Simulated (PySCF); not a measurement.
C₃H₇FSi₂. Atoms are numbered in the order given.

```xyz
13

Si     0.3735    -2.4769     0.0000
F     -1.1803    -2.9605     0.0000
C      0.4325    -0.6512     0.0000
C      0.4903     0.5727     0.0000
Si     0.5288     2.4190     0.0000
C     -1.2274     3.0877     0.0000
H      1.0182    -3.0032     1.2280
H      1.0182    -3.0032    -1.2280
H      1.2739     2.8641     1.2116
H      1.2739     2.8641    -1.2116
H     -1.7735     2.7443     0.8922
H     -1.2190     4.1895     0.0000
H     -1.7735     2.7443    -0.8922
```
Charge 0, spin multiplicity 1.

Geometry optimised at B3LYP-D3(BJ)/def2-SVP. This is a generated structure with no PubChem entry under its InChIKey; it may be hypothetical.

The numbers are results of PySCF with SMD-M06-2X/6-31G*, not measurements.

Solvation free energies are E(SMD) − E(gas) at the gas-phase geometry, for 1 M in both phases. In vacuum the dipole moment is 1.53 D.

```
solvent        ΔG(solv) (kcal/mol)  its non-electrostatic (CDS) part  dipole (D)
-------------  -------------------  --------------------------------  ----------
water                          [?]                               [?]         [?]
cyclohexanone                 -0.5                               2.5        1.79
n-hexane                      -0.9                               0.3        1.64
```

Problem. Complete the blanks. (Estimate from the structure and the level; the computed values follow.)

Solution. 
- water, ΔG(solv) (kcal/mol): 3.2
- water, its non-electrostatic (CDS) part: 6.5
- water, dipole (D): 1.81
